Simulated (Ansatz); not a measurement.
A set of 12 reactions (atomization), with CCSD(T)/CBS values in kJ/mol:

```json
{"reaction": "`CC[SiH](F)S` → 2 C• + F• + 7 H• + S• + Si•", "ΔE": "4464.1"}
{"reaction": "`CN(P)C=S` → 2 C• + 6 H• + N• + P• + S•", "ΔE": "3878.2"}
{"reaction": "`O[B]([SeH])[SnH3]` → B• + 5 H• + O• + Se• + Sn•", "ΔE": "2728.9"}
{"reaction": "`[NH2][AlH][AlH][GeH3]` → 2 Al• + Ge• + 7 H• + N•", "ΔE": "3004.1"}
{"reaction": "`C/N=C/OC` → 3 C• + 7 H• + N• + O•", "ΔE": "4721.7"}
{"reaction": "`C=[C](C)[GaH][OH]` → 3 C• + Ga• + 7 H• + O•", "ΔE": "4529.8"}
{"reaction": "`[CH3][Sn]([CH3])([CH3])[F]` → 3 C• + F• + 9 H• + Sn•", "ΔE": "5085.4"}
{"reaction": "`C=C[SiH](S)Cl` → 2 C• + Cl• + 5 H• + S• + Si•", "ΔE": "3663.4"}
{"reaction": "`CCC(N)O` → 3 C• + 9 H• + N• + O•", "ΔE": "5357.4"}
{"reaction": "`C[S][Ag-][P+](C)(C)C` → Ag• + 4 C• + 12 H• + P• + S•", "ΔE": "6743.1"}
{"reaction": "`CCO[Si](C)(C)C` → 5 C• + 14 H• + O• + Si•", "ΔE": "8201.2"}
{"reaction": "`[AlH2][CH2][SiH2][SiH3]` → Al• + C• + 9 H• + 2 Si•", "ΔE": "3955.2"}
```

Program: Ansatz. Geometries: PBE0-D4/def2-TZVP. ΔE: electronic, gas phase. CBS: MP2 limit from def2 TZ/QZ plus the TZ coupled-cluster correction, frozen cores. This one scheme is used for every species, atoms too. For atomizations the MP2-based limit and the directly extrapolated one differ by several kJ/mol either way, and by 10 to 25 for some Ge, Se and Sn compounds, so smaller differences from it don't rank the levels. Functionals use def2-TZVPP. B3LYP here is the variant with VWN-RPA as its local correlation; programs differ in this. HSE06 is defined as in plane-wave codes. Open shells (•) are unrestricted, without spin–orbit coupling. Spin–orbit coupling would lower the free atoms: a little for Al, B, C, Cl, F, O, S, Si; clearly for Ga, Ge, Se; strongly for Sn. def2 core potentials past Kr. Bonds to Ag, Ga, Ge, Se, Sn are less sure, by a few kJ/mol each and by 10 to 20 or more in all where they break to atoms, as the def2 sets lack core-valence functions. Scalar relativity is left out up to krypton. Each species was taken in one conformer, which may not be the lowest.

Problem. Give the mean, mean absolute and largest difference (level minus CCSD(T)/CBS, kJ/mol) for: PBE-D4, revPBE-D4, B97M-V, r2SCANh-D4, HSE06-D4, revPBE, BLYP, B3LYP, r2SCAN0, LC-ωPBE, CCSD(T)/def2-SVP, HF/def2-TZVPP, CCSD/def2-TZVPP, MP2/CBS(def2). (Best estimate.)

Solution. The calculation gave: 
```json
{"level": "PBE-D4", "mean": "62.0", "mean absolute": "74.6", "largest": "154.3"}
{"level": "revPBE-D4", "mean": "-41.3", "mean absolute": "52.5", "largest": "-94.3"}
{"level": "B97M-V", "mean": "15.8", "mean absolute": "21.1", "largest": "42.0"}
{"level": "r2SCANh-D4", "mean": "-21.1", "mean absolute": "21.1", "largest": "-52.2"}
{"level": "HSE06-D4", "mean": "-2.0", "mean absolute": "28.8", "largest": "-58.7"}
{"level": "revPBE", "mean": "-125.3", "mean absolute": "125.3", "largest": "-205.8"}
{"level": "BLYP", "mean": "-89.2", "mean absolute": "89.2", "largest": "-149.9"}
{"level": "B3LYP", "mean": "-55.2", "mean absolute": "55.2", "largest": "-85.2"}
{"level": "r2SCAN0", "mean": "-64.5", "mean absolute": "64.5", "largest": "-93.9"}
{"level": "LC-ωPBE", "mean": "-32.8", "mean absolute": "33.7", "largest": "-50.3"}
{"level": "CCSD(T)/def2-SVP", "mean": "-265.0", "mean absolute": "265.0", "largest": "-387.5"}
{"level": "HF/def2-TZVPP", "mean": "-1261.6", "mean absolute": "1261.6", "largest": "-1995.2"}
{"level": "CCSD/def2-TZVPP", "mean": "-184.0", "mean absolute": "184.0", "largest": "-276.0"}
{"level": "MP2/CBS(def2)", "mean": "42.3", "mean absolute": "51.5", "largest": "79.0"}
```

The largest T1 diagnostic in the set is 0.018, for Al• (customary mark 0.045).

CCSD(T)/CBS is a level of theory with its own doubt, and the functionals carry their triple-zeta basis error, so these figures describe this set and don't rank the functionals.
